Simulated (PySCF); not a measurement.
Molecule: `Oc1ccc(F)cc1`, C6H5FO.

Bonds (- single, = double, # triple, : aromatic): O1-C2 1.351 Å, C2:C3 1.398 Å, C3:C4 1.394 Å, C4:C5 1.387 Å, C5-F6 1.335 Å, C5:C7 1.391 Å, C7:C8 1.390 Å, C8:C2 1.399 Å. O1 carries H9; C3 carries H10; C4 carries H11; C7 carries H12; C8 carries H13.

Geometry PBE0-D3(BJ)/def2-SVP throughout; GIAO in PySCF 2.14.0 with density-fitted response routines, gas phase, one conformer, non-relativistic; equivalent atoms averaged; functional PBE0.

Task: How do the shifts δ (against H2O, TMS, CFCl3 at the same level) depend on the basis set? (ppm; last column core-seconds on shared hosts with different chips, so compare them loosely)

Result: 
```csv
basis set,functions,O1,C5,C2,C4/C7,C3/C8,F6,H11/H12,H10/H13,H9,core-s
STO-3G,45,67.9,123.2,121.3,103.6,101.1,-25.0,6.58,6.16,3.10,3.4
pcSseg-0,82,128.7,172.4,164.3,128.9,125.6,-121.7,6.97,6.68,3.21,7.3
6-31G,82,99.1,152.5,145.9,114.9,112.4,-133.1,6.86,6.59,3.22,7.2
6-31G*,122,95.5,148.9,142.8,111.5,109.0,-119.1,6.70,6.42,3.19,11
cc-pVDZ,137,112.2,155.1,150.0,116.3,113.6,-114.4,6.75,6.45,3.03,22
def2-SVP,137,111.4,154.9,148.7,114.8,112.2,-105.3,6.76,6.45,3.23,19
pcSseg-1,161,118.5,163.4,157.6,121.7,118.8,-125.9,7.02,6.70,3.68,13
aug-cc-pVDZ,229,105.2,154.4,149.7,115.2,112.6,-125.0,7.09,6.79,3.65,52
"6-311+G(2d,p)",246,109.2,161.5,156.1,119.7,117.0,-132.6,7.06,6.76,3.43,29
def2-TZVP,278,113.9,163.9,158.5,121.0,118.4,-128.1,7.03,6.74,3.50,60
cc-pVTZ,310,116.3,162.6,157.0,120.2,117.6,-123.9,7.01,6.72,3.70,76
IGLO-III,330,112.5,167.0,161.4,124.1,121.4,-131.1,7.06,6.76,3.66,89
```

Task: Which nucleus moves most, in ppm?

Result: F6 (aryl fluorine): from -133.1 ppm with 6-31G to -25.0 ppm with STO-3G. The smallest spread is 0.50 ppm, at H11/H12. Proton shifts span only some 12 ppm, so a few tenths of a ppm matter as much there as several ppm in carbon.

Task: Taking the largest basis, IGLO-III (330 functions), as the yardstick, rank the others by their worst heavy-atom deviation.

Result: def2-TZVP 3.1 ppm (278 functions), 6-311+G(2d,p) 5.6 ppm (246 functions), pcSseg-1 6.1 ppm (161 functions), cc-pVTZ 7.3 ppm (310 functions), aug-cc-pVDZ 12.6 ppm (229 functions), 6-31G 15.6 ppm (82 functions), pcSseg-0 16.2 ppm (82 functions), cc-pVDZ 16.8 ppm (137 functions), 6-31G* 18.7 ppm (122 functions), def2-SVP 25.8 ppm (137 functions), STO-3G 106.2 ppm (45 functions).

A small basis that lands close on one nucleus may do so by chance; judge by the trend and by all nuclei.
